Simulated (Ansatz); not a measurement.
Ansatz (an electronic-structure program) input (B3LYP-D3(BJ)/def2-TZVP):

Ansatz 0.2 input:
```yaml
crystal:
  periodic: [false, false, false]
  atoms:
    - {symbol: Cr, position_ang: [-0.00920414, 0.00152357, -0.00481711]}
    - {symbol: O, position_ang: [1.44937504, -0.27033685, -0.41111825]}
    - {symbol: O, position_ang: [-0.47706138, -0.67053150, 1.29729614]}
    - {symbol: F, position_ang: [-1.00134387, 0.94503951, -0.90295350]}
basis:
  gaussian:
    orbitals: def2-TZVP
hamiltonian:
  xc: b3lyp
  dispersion: d3bj
magnetization: {spin_polarized: true, initial_magnetization: 1}
relax: {f_tol: 0.002, max_steps: 150}
```

End of the output:

```
integrals: 0.05 GiB planned
944 factors; their error is unknown
mean field: 0.70 GiB planned
mean field -35237.11173473 eV, -1294.9399716793 hartree, gradient 9.8e-6 eV, S^2 0.785025; 0 other end points of the search recorded, 0 dependent functions left out
the calculation of the forces begins
reference -35237.11196438 eV, -1294.9399801186 hartree; 25, 24 occupied and 113, 114 virtual orbitals, 944 factors
relax step   5: F+E_penalty+E_count = -35237.22454764 eV  Δ(F+E_penalty+E_count) = +6.536e-5 eV  max|allowed force component| = 4.466e-2 eV/Å  Δτ_max = 0.0314 Å  (73 SCF iters, rejected (line search))
these checks for a lower state are left out or cut short: starts, cluster_reference, orbital_swaps, neighbouring_geometries, increment
integrals: 0.05 GiB planned
944 factors; their error is unknown
mean field: 0.70 GiB planned
mean field -35237.11205674 eV, -1294.9399835128 hartree, gradient 1.1e-5 eV, S^2 0.785640; 0 other end points of the search recorded, 0 dependent functions left out
the calculation of the forces begins
reference -35237.11228667 eV, -1294.9399919625 hartree; 25, 24 occupied and 113, 114 virtual orbitals, 944 factors
relax step   6: F+E_penalty+E_count = -35237.22479575 eV  Δ(F+E_penalty+E_count) = -1.828e-4 eV  max|allowed force component| = 5.843e-3 eV/Å  Δτ_max = 0.0143 Å  (77 SCF iters, accepted)
these checks for a lower state are left out or cut short: starts, cluster_reference, orbital_swaps, neighbouring_geometries, increment
integrals: 0.05 GiB planned
944 factors; their error is unknown
mean field: 0.70 GiB planned
mean field -35237.11204571 eV, -1294.9399831074 hartree, gradient 2.3e-5 eV, S^2 0.785479; 0 other end points of the search recorded, 0 dependent functions left out
the calculation of the forces begins
reference -35237.11227558 eV, -1294.9399915551 hartree; 25, 24 occupied and 113, 114 virtual orbitals, 944 factors
relax step   7: F+E_penalty+E_count = -35237.22479739 eV  Δ(F+E_penalty+E_count) = -1.638e-6 eV  max|allowed force component| = 2.064e-3 eV/Å  Δτ_max = 0.0033 Å  (78 SCF iters, accepted)
these checks for a lower state are left out or cut short: starts, cluster_reference, orbital_swaps, neighbouring_geometries, increment
integrals: 0.05 GiB planned
944 factors; their error is unknown
mean field: 0.70 GiB planned
mean field evaluation 96: about -35237.1121 eV, gradient 2.5e-5 eV
mean field -35237.11205331 eV, -1294.9399833866 hartree, gradient 2.4e-5 eV, S^2 0.785547; 0 other end points of the search recorded, 0 dependent functions left out
the calculation of the forces begins
reference -35237.11228320 eV, -1294.9399918350 hartree; 25, 24 occupied and 113, 114 virtual orbitals, 944 factors
relax step   8: F+E_penalty+E_count = -35237.22479952 eV  Δ(F+E_penalty+E_count) = -2.128e-6 eV  max|allowed force component| = 6.171e-4 eV/Å  Δτ_max = 0.0015 Å  (66 SCF iters, accepted)
integrals: 0.05 GiB planned
944 factors; their error is unknown
mean field: 0.70 GiB planned
mean field evaluation 128: about -35237.1121 eV, gradient 1.2e-4 eV
mean field -35237.11205331 eV, -1294.9399833866 hartree, gradient 2.4e-5 eV, S^2 0.785547; 5 other end points of the search recorded, 0 dependent functions left out
the calculation of the forces begins
reference -35237.11228320 eV, -1294.9399918350 hartree; 25, 24 occupied and 113, 114 virtual orbitals, 944 factors
Total energy: -35237.22502941 eV, -1294.9441351819 hartree
Atom 0 at     0.037867     0.092872     0.069503 Å, force    -0.000617     0.000438    -0.000579 eV/Å
Atom 1 at     1.466453    -0.317808    -0.428554 Å, force    -0.000139    -0.000188     0.000395 eV/Å
Atom 2 at    -0.484858    -0.723099     1.301788 Å, force     0.000443    -0.000066    -0.000122 eV/Å
Atom 3 at    -1.057696     0.953730    -0.964330 Å, force     0.000313    -0.000184     0.000306 eV/Å
Dipole moment:     0.016787     0.211230     0.068405 e Å
```

The spin state was set by rule; other spins were not relaxed.
